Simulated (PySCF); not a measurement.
Correlation energy of Pm³⁺ (promethium, charge +3)

[Xe] 4f4, one real determinant. All numbers are calculated (PySCF 2.14, the spin-free X2C one-electron Hamiltonian (Gaussian nucleus), in ANO-RCC-VTZP (8s7p5d3f2g1h, 104 functions)). Frozen: [Kr] 4d10; 12 electrons correlated.

MP2 pair energies summed by pair of shells (mhartree):

```json
{"pair": "5p-5p", "energy": "-129.34", "share (%)": "41.0"}
{"pair": "4f-5p", "energy": "-92.82", "share (%)": "29.4"}
{"pair": "5s-5p", "energy": "-36.69", "share (%)": "11.6"}
{"pair": "4f-4f", "energy": "-30.97", "share (%)": "9.8"}
{"pair": "4f-5s", "energy": "-19.48", "share (%)": "6.2"}
{"pair": "5s-5s", "energy": "-6.44", "share (%)": "2.0"}
```

Total MP2 correlation energy: -315.74 mhartree.

Same-spin part -115.14 and opposite-spin part -200.59 mhartree; SCS-MP2 scales them by 1/3 and 6/5 to -279.09 mhartree.

The reference is one real determinant that mixes LS terms of this configuration.
